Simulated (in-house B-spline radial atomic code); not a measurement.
Inner levels of xenon as electrons are removed. A shift is the extra binding of the orbital against the neutral atom ([Kr] 4d10 5s2 5p6). The density at the nucleus is averaged over the nuclear charge. Computed with a B-spline radial code for spherical atoms: Dirac-Hartree-Fock, average of the configuration, finite nuclei.

```csv
ion,configuration,shift of 1s1/2 (eV),radius of 1s1/2 (bohr),Σ<r²> (bohr²),change of density at nucleus (bohr⁻³)
Xe44+,[He] 2s2 2p6,3018.3,0.026624,0.10113,-5599.31
Xe45+,[He] 2s2 2p5,3338.31,0.026604,0.088112,-5163.68
Xe46+,[He] 2s2 2p4,?,?,?,?
Xe47+,[He] 2s2 2p3,3991.92,0.026563,0.063382,-4276.74
Xe48+,[He] 2s2 2p2,4325.52,0.026541,0.051638,-3825.67
Xe49+,[He] 2s2 2p1,4663.63,0.026519,0.040284,-3369.66
Xe50+,[He] 2s2,5006.26,0.026496,0.029308,-2908.85
Xe51+,[He] 2s1,?,?,?,?
Xe52+,1s2,?,?,?,?
Xe53+,1s1,6587.85,0.026282,0.00093407,-144427
```

Q: Fill in the row of Xe46+.

A: shift of 1s1/2 (eV): 3662.85; radius of 1s1/2 (bohr): 0.026584; Σ<r²> (bohr²): 0.075535; change of density at nucleus (bohr⁻³): -4722.79.

Q: Fill in the row of Xe51+.

A: shift of 1s1/2 (eV): 5309.87; radius of 1s1/2 (bohr): 0.026493; Σ<r²> (bohr²): 0.015449; change of density at nucleus (bohr⁻³): -17788.6.

Q: Fill in the row of Xe52+.

A: shift of 1s1/2 (eV): 5616.44; radius of 1s1/2 (bohr): 0.02648; Σ<r²> (bohr²): 0.001898; change of density at nucleus (bohr⁻³): -33042.9.
